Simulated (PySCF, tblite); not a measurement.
Isomers of C6H12N (doublet state), one GFN2-xTB conformer each. Single-point energies are computed at B3LYP/pcH-1 (PySCF, gas phase, no added dispersion term), electronic only. GFN2-xTB treats the open shell by occupation alone, and not every SCF solution was tested for stability.

```tsv
SMILES	GFN2-xTB relative energy (kcal/mol)
[CH]1CCCNCC1	0.0
C=C[C@](C)(N)[CH]C	28.5
C=C[C](C)CNC	10.5
```

Conformers: `[CH:1]1[CH2:2][CH2:3][CH2:4][NH:5][CH2:6][CH2:7]1` (doublet state) with C7–C1–C2–C3 -21°, C1–C2–C3–C4 -51°, C2–C3–C4–N5 87°, C3–C4–N5–C6 -71°; `[CH2:1]=[CH:2][C@:3]([CH3:4])([NH2:5])[CH:6][CH3:7]` (doublet state) with C1–C2–C3–C4 144°, C2–C3–N5–H -177° and 64°, C2–C3–C6–C7 84°; `[CH2:1]=[CH:2][C:3]([CH3:4])[CH2:5][NH:6][CH3:7]` (doublet state) with C1–C2–C3–C4 1°, C2–C3–C5–N6 -128°, C3–C5–N6–C7 180°.

Question: What does B3LYP/pcH-1 give for the same structures?

Answer: 
| SMILES | B3LYP/pcH-1 E (Eh) | B3LYP/pcH-1 (kcal/mol) | GFN2-xTB (kcal/mol) | point group |
| --- | --- | --- | --- | --- |
| C=C[C](C)CNC | -290.57833 | 0.0 | 10.5 | C1 |
| [CH]1CCCNCC1 | -290.57377 | 2.9 | 0.0 | C1 |
| C=C[C@](C)(N)[CH]C | -290.56148 | 10.6 | 28.5 | – |

GFN2-xTB puts [CH]1CCCNCC1 lowest instead; measured from each level's own lowest isomer, the values differ by up to 17.9 kcal/mol (C=C[C@](C)(N)[CH]C: 28.5 against 10.6). Neighbours under 5.0 kcal/mol apart (C=C[C](C)CNC and [CH]1CCCNCC1) can change places with a better method, another conformer or zero-point energy.

Question: What happens when harmonic zero-point energies from GFN2-xTB frequencies are added?

Answer: 
| SMILES | ZPE (kcal/mol) | electronic (kcal/mol) | with ZPE (kcal/mol) |
| --- | --- | --- | --- |
| C=C[C](C)CNC | 103.4 | 0.0 | 0.0 |
| [CH]1CCCNCC1 | 106.4 | 2.9 | 5.9 |
| C=C[C@](C)(N)[CH]C | 102.5 | 10.6 | 9.7 |

The zero-point energies span 3.9 kcal/mol. The order is unchanged.
